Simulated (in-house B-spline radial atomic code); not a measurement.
How numerical settings move a run on O+, [He] 2s2 2p3. Computed with an all-electron radial atomic-structure program (B-spline basis): non-relativistic LDA exchange-only, spin-polarised, spherical fractional occupations, point nucleus.

Command:
```bash
python run_scf.py task.json out
```
Settings of the sound reference run:
```
Z                8
electrons        7
configuration    [He] 2s2 2p3
hamiltonian      nr
method           lda,
spin_polarised   True
knot_spacing     0.22
spline_order     8
gauss_points     12
box_radius       35.29
max_iterations   70
damping          0.5
damped_steps     3
diis_vectors     10
tolerance        1e-08
start            Thomas-Fermi
```

Time taken, with all properties: 0.13 s on 1 thread of Intel(R) Xeon(R) 6975P-C, with other jobs on the host.

It converges in 9 iterations to -73.555801 hartree, with 2p up at -25.3504 eV. The other runs change the listed settings, some to values that make no sense; their results aren't properties of the atom or ion. Radii are in bohr (the nuclear one in fm), a minus after a letter asks for a j subshell, and «unchanged» means within 1e-8 hartree. The run stops when the residual is below 10 × tolerance × max(1, Z/10), or a noise floor if that is larger, and the energy moves by less than 1e-8 × √|E| hartree; so very loose and very tight tolerances often act alike.

| changed settings | outcome |
| --- | --- |
| knot_spacing = 2 | converged in 9 iterations, energy +3.55e+00 hartree from the reference, 2p up level -2.1e+00 eV (the program warns: 1s up reaches the box edge; 1s down reaches the box edge) |
| spline_order = 3 | converged in 9 iterations, energy +1.15e-03 hartree from the reference, 2p up level -1.4e-03 eV |
| spline_order = 4 | converged in 9 iterations, energy +1.43e-05 hartree from the reference, 2p up level -2.7e-05 eV |
| knot_spacing = 1 | converged in 10 iterations, energy +8.80e-02 hartree from the reference, 2p up level -9.1e-02 eV |
| hamiltonian = dirac, method = hf, spin_polarised = False, nucleus = fermi, rms_radius = 2.6991, mass_number = 16, atomic_mass = 15.99491, speed_of_light = 6.002177 | stopped with error: Z/c is past the critical charge |
| knot_spacing = 0.4 | converged in 10 iterations, energy +2.15e-06 hartree from the reference, 2p up level -2.6e-05 eV |
| tolerance = 1e-13 | converged in 10 iterations, energy unchanged, 2p up level -3.1e-06 eV |
| knot_spacing = 0.3 | converged in 9 iterations, energy +1.44e-08 hartree from the reference |
| spline_order = 6 | converged in 9 iterations, energy +1.31e-08 hartree from the reference |
| first_knot = 0.0375, max_iterations = 3, damping = 0.8, diis_vectors = 20 | not converged after 3 iterations, last residual 1.3e-01, last energy +3.34e-01 hartree from the reference |
| tolerance = 1e-06 | converged in 8 iterations, energy unchanged, 2p up level +8.5e-05 eV |
| knot_spacing = 0.15 | converged in 9 iterations, energy unchanged |
| knot_spacing = 1.4, max_iterations = 5 | not converged after 5 iterations, last residual 2.3e-02, last energy +1.11e+00 hartree from the reference |
| spline_order = 3, first_knot = 1.25e-05, max_iterations = 8, damped_steps = 0 | converged in 7 iterations, energy +1.15e-03 hartree from the reference, 2p up level -1.4e-03 eV |

Task: What happens with electrons = 8, configuration = [He] 2s2 2p3 1f1, max_iterations = 50?

Result: Stopped with error: there is no 1f shell.

Task: What happens with spline_order = 3, max_iterations = 50, tolerance = 0.01?

Result: Converged in 8 iterations, energy +1.15e-03 hartree from the reference, 2p up level -1.4e-03 eV.

Task: What happens with knot_spacing = 0.75?

Result: Converged in 10 iterations, energy +1.98e-02 hartree from the reference, 2p up level -2.2e-02 eV.

Task: What happens with knot_spacing = 0.55?

Result: Converged in 10 iterations, energy +2.92e-04 hartree from the reference, 2p up level -7.1e-04 eV.
